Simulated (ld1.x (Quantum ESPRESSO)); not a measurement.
# An all-electron radial function and its pseudo partner (barium (Ba))

Columns: radius, all-electron u(r) and pseudo u(r) of the 5d shell (level -12.91 eV) of barium in the configuration [Kr] 4d10 5s2 5p6 5d0 6s0 6p0; PBE, scalar-relativistic, PAW scheme, ld1.x (Quantum ESPRESSO) 7.5.

| r (bohr) | all-electron | pseudo |
| --- | --- | --- |
| 0.143 | 0.1769 | 0.0009 |
| 0.285 | 0.0530 | 0.0069 |
| 0.428 | -0.1843 | 0.0227 |
| 0.570 | -0.2879 | 0.0511 |
| 0.713 | -0.2537 | 0.0940 |
| 0.855 | -0.1403 | 0.1502 |
| 0.998 | 0.0040 | 0.2181 |
| 1.140 | 0.1480 | 0.2931 |
| 1.283 | 0.2792 | 0.3713 |
| 1.425 | 0.3897 | 0.4465 |
| 1.568 | 0.4796 | 0.5151 |
| 1.710 | 0.5478 | 0.5720 |
| 1.853 | 0.5974 | 0.6157 |
| 1.995 | 0.6300 | 0.6448 |
| 2.138 | 0.6486 | 0.6601 |
| 2.280 | 0.6553 | 0.6633 |
| 2.423 | 0.6526 | 0.6571 |
| 2.565 | 0.6425 | 0.6442 |
| 2.708 | 0.6266 | 0.6269 |
| 2.850 | 0.6066 | 0.6066 |
| 2.992 | 0.5835 | 0.5835 |
| 3.135 | 0.5580 | 0.5580 |
| 3.278 | 0.5312 | 0.5312 |
| 3.420 | 0.5036 | 0.5036 |
| 3.563 | 0.4754 | 0.4754 |
| 3.705 | 0.4472 | 0.4472 |

Task: How many radial nodes do the two functions have?

Result: The all-electron 5d function has n − l − 1 = 2; the pseudo-wave has 0, since the states of the same l below it are removed with the core.

Task: At about which radius was the pseudo-wave matched?

Result: 2.85 bohr, where the columns begin to agree (steps of 0.14 bohr).

Task: Where does each function peak?

Result: Outermost all-electron maximum near 2.28 bohr, pseudo maximum near 2.28 bohr (to the table’s step).

Task: Is the pseudo-wave norm-conserving?

Result: No, it belongs to a PAW set: the norm inside the radius is not constrained, and the difference is carried by the augmentation charge.
